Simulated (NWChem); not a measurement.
System: methylammonium (CH6N cation); SMILES C[NH3+]

Parts of the log:

```
             Northwest Computational Chemistry Package (NWChem) 7.3.0
             --------------------------------------------------------

 C3V symmetry detected

                             Geometry "geometry" -> ""
                             -------------------------

 Output coordinates in angstroms (scale by  1.889725989 to convert to a.u.)

  No.       Tag          Charge          X              Y              Z
 ---- ---------------- ---------- -------------- -------------- --------------
    1 C                    6.0000     0.00000000     0.00000000     0.79736753
    2 N                    7.0000    -0.00000000     0.00000000    -0.70693547
    3 H                    1.0000     0.73982492     0.73982492     1.15158253
    4 H                    1.0000     0.27079471    -1.01061963     1.15158253
    5 H                    1.0000    -1.01061963     0.27079471     1.15158253
    6 H                    1.0000    -0.24911460     0.92970834    -1.09680147
    7 H                    1.0000    -0.68059374    -0.68059374    -1.09680147
    8 H                    1.0000     0.92970834    -0.24911460    -1.09680147

 Effective nuclear repulsion energy (a.u.)      47.4360087249

      Symmetry information
      --------------------

 Group name             C3v
 Group number             17
 Group order               6
 No. of unique centers     4

  pbe96 is a nonlocal functional; adding pw91lda local functional.

                                 NWChem DFT Module
                                 -----------------

 Summary of "ao basis" -> "ao basis" (spherical)
 ------------------------------------------------------------------------------
       Tag                 Description            Shells   Functions and Types
 ---------------- ------------------------------  ------  ---------------------
 C                         def2-tzvp                11       31   5s3p2d1f
 N                         def2-tzvp                11       31   5s3p2d1f
 H                         def2-tzvp                 4        6   3s1p

      Symmetry analysis of basis
      --------------------------

        a1         34
        a2          4
        e          60

  Rotation of axis

            General Information
            -------------------
          SCF calculation type: DFT
          Wavefunction type:  closed shell.
          No. of atoms     :     8
          No. of electrons :    18
           Alpha electrons :     9
            Beta electrons :     9
          Charge           :     1
          Spin multiplicity:     1
          Use of symmetry is: on ; symmetry adaption is: on
          Maximum number of iterations: 200
          AO basis - number of functions:    98
                     number of shells:    46
          Convergence on energy requested:  1.00D-06
          Convergence on density requested:  1.00D-05
          Convergence on gradient requested:  5.00D-04

              XC Information
              --------------
          PerdewBurkeErnzerhof Exchange Functional  1.000
            Perdew 1991 LDA Correlation Functional  1.000 local
           PerdewBurkeErnz. Correlation Functional  1.000 non-local

             Grid Information
             ----------------
          Grid used for XC integration:  medium
          Radial quadrature: Mura-Knowles
          Angular quadrature: Lebedev.
          Tag              B.-S. Rad. Rad. Pts. Rad. Cut. Ang. Pts.
          ---              ---------- --------- --------- ---------
          C                   0.70       49           8.0       434
          N                   0.65       49           8.0       434
          H                   0.35       45          10.0       434
          Grid pruning is: on
          Number of quadrature shells:   188
          Spatial weights used:  Erf1

      Superposition of Atomic Density Guess
      -------------------------------------

 Sum of atomic energies:         -94.98173523

 Renormalizing density from      19.00 to     18

      Non-variational initial energy
      ------------------------------

 Total energy =     -92.597558
 1-e energy   =    -208.653992
 2-e energy   =      68.620425
 HOMO         =      -0.825861
 LUMO         =      -0.258737

      Symmetry analysis of molecular orbitals - initial
      -------------------------------------------------

  Numbering of irreducible representations:

     1 a1          2 a2          3 e

  Orbital symmetries:

     1 a1          2 a1          3 a1          4 a1          5 e
     6 e           7 a1          8 e           9 e          10 a1
    11 a1         12 e          13 e          14 a1         15 e
    16 e          17 a1         18 e          19 e

   convergence    iter        energy       DeltaE   RMS-Dens  Diis-err
 ---------------- ----- ----------------- --------- --------- ---------
 d= 0,ls=0.0,diis     1    -96.0088943090 -1.43D+02  8.72D-03  1.25D+00
 d= 0,ls=0.0,diis     2    -95.8887216361  1.20D-01  5.72D-03  2.05D+00
 d= 0,ls=0.0,diis     3    -96.1133025476 -2.25D-01  8.67D-04  4.87D-02
 d= 0,ls=0.0,diis     4    -96.1173575028 -4.05D-03  3.71D-04  9.54D-03
 d= 0,ls=0.0,diis     5    -96.1184324912 -1.07D-03  3.69D-05  4.96D-05
  Resetting Diis
 d= 0,ls=0.0,diis     6    -96.1184381685 -5.68D-06  9.78D-06  1.91D-06
 d= 0,ls=0.0,diis     7    -96.1184384913 -3.23D-07  8.82D-07  1.16D-08

         Total DFT energy =      -96.118438491329
      One electron energy =     -217.399086343067
           Coulomb energy =       87.995541913252
    Exchange-Corr. energy =      -14.150902786391
 Nuclear repulsion energy =       47.436008724877

 Numeric. integr. density =       17.999999978244

                  Occupations of the irreducible representations
                  ----------------------------------------------

                     irrep           alpha         beta
                     --------     --------     --------
                     a1                5.0          5.0
                     a2                0.0          0.0
                     e                 4.0          4.0

                       DFT Final Molecular Orbital Analysis
                       ------------------------------------

 Vector    7  Occ=2.000000D+00  E=-6.625865D-01  Symmetry=a1
              MO Center=  2.1D-16, -1.6D-15,  2.7D-01, r^2= 1.6D+00
   Bfn.  Coefficient  Atom+Function         Bfn.  Coefficient  Atom+Function
  ----- ------------  ---------------      ----- ------------  ---------------
    39      0.314008  2 N  pz                 8     -0.268993  1 C  pz
    42      0.265528  2 N  pz                11     -0.189812  1 C  pz
    45      0.146330  2 N  pz                 4     -0.121021  1 C  s
     5     -0.106891  1 C  s                 35      0.099743  2 N  s
    64     -0.090278  3 H  s                 70     -0.090278  4 H  s

 Vector    8  Occ=2.000000D+00  E=-5.752581D-01  Symmetry=e
              MO Center= -1.9D-01,  2.5D-02,  7.9D-01, r^2= 1.5D+00
   Bfn.  Coefficient  Atom+Function         Bfn.  Coefficient  Atom+Function
  ----- ------------  ---------------      ----- ------------  ---------------
     6      0.314198  1 C  px                 9      0.236641  1 C  px
    76     -0.236732  5 H  s                 75     -0.166724  5 H  s
    70      0.131958  4 H  s                 12      0.123581  1 C  px
     7     -0.106919  1 C  py                37     -0.104307  2 N  px
    64      0.104774  3 H  s                 94     -0.097843  8 H  s

 Vector    9  Occ=2.000000D+00  E=-5.752581D-01  Symmetry=e
              MO Center=  1.9D-01, -2.5D-02,  7.9D-01, r^2= 1.5D+00
   Bfn.  Coefficient  Atom+Function         Bfn.  Coefficient  Atom+Function
  ----- ------------  ---------------      ----- ------------  ---------------
     7      0.314198  1 C  py                10      0.236641  1 C  py
    64      0.212863  3 H  s                 70     -0.197168  4 H  s
    63      0.149914  3 H  s                 69     -0.138860  4 H  s
    13      0.123581  1 C  py                 6      0.106919  1 C  px
    38     -0.104307  2 N  py                88      0.087978  7 H  s

 Vector   10  Occ=0.000000D+00  E=-2.322134D-01  Symmetry=a1
              MO Center= -2.4D-14, -6.2D-15, -9.3D-01, r^2= 4.1D+00
   Bfn.  Coefficient  Atom+Function         Bfn.  Coefficient  Atom+Function
  ----- ------------  ---------------      ----- ------------  ---------------
    36      1.354069  2 N  s                 83     -0.658224  6 H  s
    89     -0.658224  7 H  s                 95     -0.658224  8 H  s
     5      0.501785  1 C  s                 14      0.331800  1 C  pz
    35      0.318187  2 N  s                 65     -0.284272  3 H  s
    71     -0.284272  4 H  s                 77     -0.284272  5 H  s

[...]

                         DFT ENERGY GRADIENTS

    atom               coordinates                        gradient
                 x          y          z           x          y          z
   1 C       0.000000   0.000000   1.506806    0.000000   0.000000  -0.008380
   2 N      -0.000000   0.000000  -1.335914    0.000000  -0.000000   0.009783
   3 H       1.398066   1.398066   2.176175    0.004025   0.004025   0.002432
   4 H       0.511728  -1.909794   2.176175    0.001473  -0.005498   0.002432
   5 H      -1.909794   0.511728   2.176175   -0.005498   0.001473   0.002432
   6 H      -0.470758   1.756894  -2.072654   -0.001061   0.003960  -0.002900
   7 H      -1.286136  -1.286136  -2.072654   -0.002899  -0.002899  -0.002900
   8 H       1.756894  -0.470758  -2.072654    0.003960  -0.001061  -0.002900
```

Level: PBE/def2-TZVP. All runs use the structure optimised with PBE-D3(BJ)/def2-SVP.

Q: Reconstruct the input file.

A: Several could match; the one computed here: the input that was run:
```
start job
memory heap 200 mb stack 900 mb global 1100 mb
charge 1
geometry units angstroms noautoz
  C      0.000000     0.000000     0.807447
  N      0.000000     0.000000    -0.696856
  H     -1.027439     0.197614     1.161662
  H      0.684858     0.790981     1.161662
  H      0.342581    -0.988595     1.161662
  H     -0.629319    -0.728268    -1.086722
  H      0.945358    -0.180873    -1.086722
  H     -0.316039     0.909140    -1.086722
end
basis spherical
  * library def2-tzvp
end
dft
  xc xpbe96 cpbe96
  iterations 200
  convergence nolevelshifting
end
task dft gradient
```
